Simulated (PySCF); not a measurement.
WS2ClBr, SMILES [Br][W](=[S])([Cl])=[S], multiplicity 1.

The structure is a stationary point at PBE0-D3(BJ)/def2-SVP. The spin state was assumed, not searched. The structure was generated by enumeration; whether it is a known compound was not checked. The def2 effective core potentials stand for the cores of W; spin–orbit coupling is left out.

Two levels are set side by side: TDDFT-PBE/def2-SVPD (PySCF) and TDDFT-PBE0/def2-SVPD (PySCF). Vertical, same geometry. The lowest singlet is HOMO→LUMO 96 % with PBE and HOMO→LUMO 95 % with the other functional; states are paired by order. Differences are taken from unrounded values.

| quantity | TDDFT-PBE |
|---|---|
| lowest singlet excitation (eV) | 2.46 |
| lowest triplet excitation (TDA) (eV) | 2.13 |

Problem. These are the TDDFT-PBE values. What does TDDFT-PBE0 give? (The exact figures need the calculation; the answer reports its results.)

Solution. 
| quantity | TDDFT-PBE0 | TDDFT-PBE minus TDDFT-PBE0 |
|---|---|---|
| lowest singlet excitation (eV) | 2.75 | -0.29 |
| lowest triplet excitation (TDA) (eV) | 2.30 | -0.17 |

A lower first singlet is the usual sign of a functional without exact exchange. Differences between two approximate levels are no errors against the true value.

Rough cost on one machine, each run with all the roots and properties that it gave: TDDFT-PBE0 against TDDFT-PBE about 5 times.
